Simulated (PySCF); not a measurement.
# SbF⁺ at M06-L

Level: M06-L. basis Sb def2-TZVPPD with ECP28, F def2-TZVPPD; scalar-relativistic core potentials; PySCF 2.14.

- state: ²Π (doublet), unpaired electrons π ↑
- bond length: 3.525 bohr
- harmonic wavenumber: 695 cm⁻¹
- force constant: 4.68 mdyn/Å
- rotational constant Be: 0.2952 cm⁻¹
- anharmonicity ωexe: 2.78 cm⁻¹
- vibration–rotation constant αe: 0.00172 cm⁻¹
- well depth De to Sb⁺ + F: 107.1 kcal/mol
- dissociation energy D0: 106.1 kcal/mol
- bond order (Mayer): 1.02
- dipole moment (positive dipole points towards F; it is taken about the centre of mass and depends on that origin): -2.65 D

Spin–orbit coupling is left out, which matters for elements this heavy, above all for dissociation energies. For an ion De counts to the pair picked by the measured ionisation energies or electron affinities, which need not be the lowest pair at this level. The state was picked by a PBE0 search and need not be the measured ground state.
